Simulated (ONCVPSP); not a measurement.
## Transferability test, ONCV potential for zinc

ONCVPSP 4.0.1 input, shortened (lines: element, Z, core and valence counts, functional; n l f; lmax; l rc ep ncon nbas qcut; lloc lpopt rc5 dvloc0; l nproj debl; icmod fcfact rcfact), PBE, scalar-relativistic:

```
  Zn 30.00    3    4        4      upf
    1    0    2.00
    2    0    2.00
    2    1    6.00
    3    0    2.00
    3    1    6.00
    3    2   10.00
    4    0    2.00
    2
    0    1.20    0.00    3    6   10.50
    1    1.00    0.00    3    6   16.30
    2    1.00    0.00    4    9   12.20
    4    5    0.65    0.00
    0    2    3.80
    1    2    2.20
    2    2    2.00
    3    4.25    1.20
```

In the p channel the program set the typed energies aside and used -3.065, 0.250 Ha.

Energies are relative to the spin-unpolarised reference configuration 3s2 3p6 3d10 4s2; without spin polarisation the order of configurations can differ from experiment.

```tsv
valence configuration	charge	ΔE all-electron (eV)	error AE − PS (meV)
3s2 3p6 3d10 4s1	+1	9.889	-0.2
3s2 3p6 3d10 4s0	+2	28.331	+0.9
3s2 3p6 3d9 4s0	+3	68.865	-5.9
```

(1) What are ΔE and the potential's error for 3s1 3p6 3d10 4s2?

Levels in the configuration 3s2 3p6 3d10 4s0:

```
level  all-electron (eV)  pseudo (eV)
   3s           -150.113     -150.119
   3p           -104.308     -104.302
   3d            -30.856      -30.867
```

Answers

(1) ΔE = 138.047 eV all-electron; the error (AE − PS) is -291 meV.
